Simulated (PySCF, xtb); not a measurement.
C2H8O2Si, SMILES O[Si@H](CO)C. Other conformers were not sampled.

Harmonic wavenumbers (cm⁻¹) from GFN2-xTB (xtb 6.7.1) at its own minimum, in rising order: 64, 111, 129, 198, 244, 282, 305, 392, 633, 650, 704, 747, 768, 787, 821, 853, 890, 1060, 1128, 1275, 1337, 1382, 1473, 1488, 1496, 2232, 2860, 2991, 3033, 3039, 3063, 3567, 3668.

Problem. What does PBE-D3(BJ)/def2-SVP in PySCF give at its own minimum? (Estimate from the structure and the level; the computed values follow.)

Solution. 100, 139, 145, 205, 223, 267, 353, 501, 601, 641, 665, 718, 757, 797, 825, 867, 913, 1042, 1142, 1217, 1230, 1367, 1378, 1382, 1410, 2134, 2867, 2971, 3002, 3068, 3077, 3618, 3783. Paired by order, the mean absolute difference is 40 cm⁻¹ and the zero-point energies are 62.4 and 62.0 kcal/mol.
